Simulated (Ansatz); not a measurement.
Cost and result for the atomization energy of ClGeH$_{2}$I, SMILES `[Cl][GeH2][I]` (5 atoms, 4 bonds).

Total charge 0; spin multiplicity 1. Correlated methods include outer-core shells of Ge, I, which these sets cover unevenly. Scalar relativity is left out up to krypton. I takes the def2 core potential. The geometry is a stationary point of PBE0-D4/def2-TZVP. Program: Ansatz. Hardware: A = 2 threads of an AMD EPYC 7R13 on a shared host; B = 2 threads of an AMD EPYC 7R13 on a shared host and a share of an NVIDIA H100 80 GB. Times are those of one run each, without the atoms' runs, and a repeat can differ threefold. Electronic energies, without spin–orbit coupling; frozen cores. CCSD(T)/CBS adds CCSD(T) − MP2 in def2-TZVPP to the MP2 limit, and its time is that of the two runs behind it. T1 = 0.009. With those shells the extrapolation isn't a true limit. B3LYP takes the VWN-RPA correlation (the form of Gaussian; ORCA's B3LYP/G). HSE06 is the plane-wave form, built on full-range PBE exchange.

CCSD(T)/CBS is a level of theory with its own doubt, some kJ/mol a heavy atom from the limit and from the frozen cores, so smaller differences don't rank the functionals.

| level | functions | atomization (kcal/mol) | difference from CCSD(T)/CBS | per bond |
| --- | --- | --- | --- | --- |
| PBE-D4/def2-TZVPP (with forces) [A] | 168 | 292.5 | -3.0 | -0.8 |
| r2SCANh-D4/def2-TZVPP [A] | 168 | 292.7 | -2.8 | -0.7 |
| CAM-B3LYP-D4/def2-TZVPP [A] | 168 | 286.7 | -8.8 | -2.2 |
| B2PLYP/def2-TZVPP [A] | 168 | 285.1 | -10.4 | -2.6 |
| CCSD(T)/CBS(def2) | – | 295.5 | 0.0 | 0.0 |
| HSE06-D4/def2-TZVPP [A] | 168 | 290.5 | -5.0 | -1.2 |
| B3LYP-D4/def2-TZVPP (with forces) [A] | 168 | 286.5 | -9.0 | -2.3 |
| BHLYP-D4/def2-TZVPP [A] | 168 | 282.7 | -12.8 | -3.2 |
| CCSD(T)/def2-SVP [A] | 86 | 267.2 | -28.3 | -7.1 |
| B97M-V/def2-TZVPP [A] | 168 | 296.8 | 1.3 | 0.3 |
| CCSD(T)/def2-TZVPP [B] | 168 | 286.8 | -8.7 | -2.2 |
| CCSD(T)/def2-QZVPP [B] | 301 | 293.0 | -2.5 | -0.6 |
| ωB97X-V/def2-TZVPP [A] | 168 | 294.2 | -1.3 | -0.3 |

(1) Order the runs by time, with rough figures. (An estimate is asked.)

## Answers

(1) Computed: PBE-D4/def2-TZVPP (with forces) [A] 2 s; CCSD(T)/def2-SVP [A] 2.8 s; HSE06-D4/def2-TZVPP [A] 2.9 s; BHLYP-D4/def2-TZVPP [A] 3.1 s; CAM-B3LYP-D4/def2-TZVPP [A] 3.4 s; CCSD(T)/def2-TZVPP [B] 3.7 s; B3LYP-D4/def2-TZVPP (with forces) [A] 4.4 s; r2SCANh-D4/def2-TZVPP [A] 4.6 s; B2PLYP/def2-TZVPP [A] 4.8 s; CCSD(T)/def2-QZVPP [B] 6 s; B97M-V/def2-TZVPP [A] 7 s; ωB97X-V/def2-TZVPP [A] 7 s; CCSD(T)/CBS(def2) 9.7 s.

From r2SCAN to r2SCAN0 (25 % exact exchange), in def2-TZVPP and without D4, the atomization energy moves by −4.2 kcal/mol: exact exchange takes away binding that semilocal exchange gives to molecules. At CCSD(T), def2-SVP lies −28.3 kcal/mol from the extrapolated value and def2-TZVPP −8.7 kcal/mol: correlation converges slowly with the basis, and small sets miss more of it in the bonded molecule than in its fragments. The D4 term adds +5.4 kcal/mol with B3LYP and +2.8 kcal/mol with PBE0; it sums over pairs of atoms, weighted by their polarisabilities, and B3LYP, whose exchange is more repulsive, gets the larger term.

Spin–orbit coupling would lower the free I atoms strongly, and the atomization energy with them, by more than many differences here. For some Ge, Se and Sn compounds the MP2-based and the directly extrapolated limit differ by 10 to 25 kJ/mol.
